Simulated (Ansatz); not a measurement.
Cost and result for the atomization energy of CH$_{7}$NSSi (`N[SiH2]CS`) (11 atoms, 10 bonds).

```xyz
11

N     0.833   -0.769   -1.140
Si    0.398   -0.594    0.517
C    -0.544    1.006    0.776
S    -1.942    1.140   -0.367
H     0.699   -1.656   -1.596
H     1.621   -0.277   -1.529
H    -0.473   -1.749    0.851
H     1.581   -0.569    1.428
H     0.108    1.880    0.695
H    -0.961    1.006    1.787
H    -1.320    0.582   -1.422
```

Total charge 0; spin multiplicity 1. All single points use the PBE0-D4/def2-TZVP geometry. It is one conformer, not always the lowest. Program: Ansatz. All runs use 4 threads of an AMD EPYC 9R45 on a shared host. Times are those of one run each, without the atoms' runs, and a repeat can differ threefold. Electronic energies, without spin–orbit coupling; frozen cores. CCSD(T)/CBS adds CCSD(T) − MP2 in def2-TZVPP to the MP2 limit, and its time is that of the two runs behind it. T1 = 0.010. B3LYP takes the VWN-RPA correlation (the form of Gaussian; ORCA's B3LYP/G). HSE06 is the plane-wave form, built on full-range PBE exchange.

CCSD(T)/CBS is a level of theory with its own doubt, some kJ/mol a heavy atom from the limit and from the frozen cores, so smaller differences don't rank the functionals.

```json
{"level": "LDA (SPW92)/def2-TZVPP", "functions": "244", "atomization (kcal/mol)": "997.4", "difference from CCSD(T)/CBS": "116.5", "per bond": "11.7"}
{"level": "B3LYP-D4/def2-TZVPP (with forces)", "functions": "244", "atomization (kcal/mol)": "880.6", "difference from CCSD(T)/CBS": "-0.3", "per bond": "0.0"}
{"level": "PBE-D4/def2-TZVPP (with forces)", "functions": "244", "atomization (kcal/mol)": "888.4", "difference from CCSD(T)/CBS": "7.5", "per bond": "0.8"}
{"level": "MP2/def2-QZVPP", "functions": "464", "atomization (kcal/mol)": "874.9", "difference from CCSD(T)/CBS": "-6.0", "per bond": "-0.6"}
{"level": "CCSD(T)/def2-SVP", "functions": "99", "atomization (kcal/mol)": "815.1", "difference from CCSD(T)/CBS": "-65.8", "per bond": "-6.6"}
{"level": "PBE-QIDH/def2-TZVPP", "functions": "244", "atomization (kcal/mol)": "870.0", "difference from CCSD(T)/CBS": "-10.9", "per bond": "-1.1"}
{"level": "PBE0-D4/def2-TZVPP", "functions": "244", "atomization (kcal/mol)": "877.1", "difference from CCSD(T)/CBS": "-3.8", "per bond": "-0.4"}
{"level": "CCSD(T)/def2-TZVPP", "functions": "244", "atomization (kcal/mol)": "854.6", "difference from CCSD(T)/CBS": "-26.3", "per bond": "-2.6"}
{"level": "HSE06-D4/def2-TZVPP", "functions": "244", "atomization (kcal/mol)": "877.6", "difference from CCSD(T)/CBS": "-3.3", "per bond": "-0.3"}
{"level": "ωB97X-V/def2-TZVPP", "functions": "244", "atomization (kcal/mol)": "885.5", "difference from CCSD(T)/CBS": "4.6", "per bond": "0.5"}
{"level": "CCSD(T)/CBS(def2)", "functions": "–", "atomization (kcal/mol)": "880.9", "difference from CCSD(T)/CBS": "0.0", "per bond": "0.0"}
{"level": "B2PLYP/def2-TZVPP", "functions": "244", "atomization (kcal/mol)": "868.1", "difference from CCSD(T)/CBS": "-12.8", "per bond": "-1.3"}
{"level": "CAM-B3LYP-D4/def2-TZVPP", "functions": "244", "atomization (kcal/mol)": "883.1", "difference from CCSD(T)/CBS": "2.2", "per bond": "0.2"}
```

(1) Order the runs by time, with rough figures. (Estimate.)

## Answers

(1) Ansatz gave: LDA (SPW92)/def2-TZVPP 0.5 s; PBE-D4/def2-TZVPP (with forces) 0.85 s; PBE0-D4/def2-TZVPP 1 s; HSE06-D4/def2-TZVPP 1.1 s; CCSD(T)/def2-SVP 1.1 s; CAM-B3LYP-D4/def2-TZVPP 1.1 s; B3LYP-D4/def2-TZVPP (with forces) 1.6 s; B2PLYP/def2-TZVPP 1.8 s; PBE-QIDH/def2-TZVPP 1.8 s; ωB97X-V/def2-TZVPP 2.4 s; MP2/def2-QZVPP 6.5 s; CCSD(T)/def2-TZVPP 25 s; CCSD(T)/CBS(def2) 31 s.

From r2SCAN to r2SCAN0 (25 % exact exchange), in def2-TZVPP and without D4, the atomization energy moves by −10.3 kcal/mol: exact exchange takes away binding that semilocal exchange gives to molecules. The D4 term adds +9.2 kcal/mol with B3LYP and +4.8 kcal/mol with PBE0; it sums over pairs of atoms, weighted by their polarisabilities, and B3LYP, whose exchange is more repulsive, gets the larger term. At CCSD(T), def2-SVP lies −65.8 kcal/mol from the extrapolated value and def2-TZVPP −26.3 kcal/mol: correlation converges slowly with the basis, and small sets miss more of it in the bonded molecule than in its fragments.
